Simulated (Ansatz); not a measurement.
Reaction (formal exchange of groups at the Si–O bond): `CO[SiH2]S[SiH2]O` + SiH₄ → `O[SiH2]S[SiH2][SiH3]` + CH₃OH

Computed with Ansatz on PBE0-D4/def2-TZVP structures; ΔE is electronic, products minus reactants. CBS: MP2 limit from def2 TZ/QZ plus the TZ coupled-cluster correction, frozen cores. This one scheme is used for every species. Functionals use def2-TZVPP. One conformer a species, not always the lowest.

(1) Is it downhill or uphill in electronic energy at CCSD(T)/CBS, and by how much? (An estimate is asked.)

(2) What do these levels give: PBE-D4, ωB97X-V, ωB97M-V, PBE, PBE0, SCS-MP2/def2-QZVPP? (An estimate is asked.)

Largest T1 diagnostic among the species: 0.012.

## Answers

(1) Ansatz gave: Uphill: ΔE = +26.2 kcal/mol.

(2) The calculation gave: PBE-D4 21.6, ωB97X-V 26.4, ωB97M-V 27.8, PBE 21.0, PBE0 22.0, SCS-MP2/def2-QZVPP 28.6 kcal/mol.

The D4 term adds +0.9 kcal/mol with B3LYP and +0.5 kcal/mol with PBE0; it sums over pairs of atoms, weighted by their polarisabilities, and B3LYP, whose exchange is more repulsive, gets the larger term. From PBE to PBE0 (25 % exact exchange), in def2-TZVPP and without D4, ΔE moves by +1.0 kcal/mol.

B3LYP here is the variant with VWN-RPA as its local correlation; programs differ in this.
